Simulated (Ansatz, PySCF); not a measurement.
This Ansatz (a quantum-chemistry and plane-wave program) input computes a CAM-B3LYP/def2-TZVPD energy:

Ansatz 0.2 input:
```yaml
crystal:
  periodic: [false, false, false]
  atoms:
    - {symbol: B, position_ang: [-0.15003158, -0.03419284, 0.03556976]}
    - {symbol: Cl, position_ang: [0.33858908, 1.52195949, 0.50414346]}
    - {symbol: Cl, position_ang: [0.68280307, -1.28917984, -0.74629698]}
    - {symbol: O, position_ang: [-1.56216674, -0.35602449, 0.37036135]}
    - {symbol: H, position_ang: [-1.96631252, -1.21855699, 0.15454087]}
    - {symbol: H, position_ang: [-2.14986219, 0.28046314, 0.82132937]}
basis:
  gaussian:
    orbitals: def2-TZVPD
hamiltonian:
  xc: {name: CAM-B3LYP}
total_charge: 1
output: {forces: true}
```

### Question
Write an input for the same energy in PySCF and say what it gives.

### Answer

```python
from pyscf import gto, scf, dft

mol = gto.M(
    atom='''
    B    -0.15003158   -0.03419284    0.03556976
    Cl    0.33858908    1.52195949    0.50414346
    Cl    0.68280307   -1.28917984   -0.74629698
    O    -1.56216674   -0.35602449    0.37036135
    H    -1.96631252   -1.21855699    0.15454087
    H    -2.14986219    0.28046314    0.82132937
    ''',
    basis='def2-tzvpd',
    charge=1,
    spin=0,
    verbose=4,
)

mf = dft.RKS(mol, xc='camb3lyp').density_fit(auxbasis='def2-universal-jkfit')
mf.grids.level = 3
mf.conv_tol = 1e-9
mf.max_cycle = 100
mf.max_memory = 1500
mf.kernel()
if not mf.converged:
    mf = mf.newton()
    mf.kernel(mf.make_rdm1())
mf.analyze()
```
It gives -1021.54058 Eh, and Ansatz -1021.54053 Eh, a difference of 0.05 mEh, from the treatment of integrals and grids.

It need not be the lowest isomer of its formula.
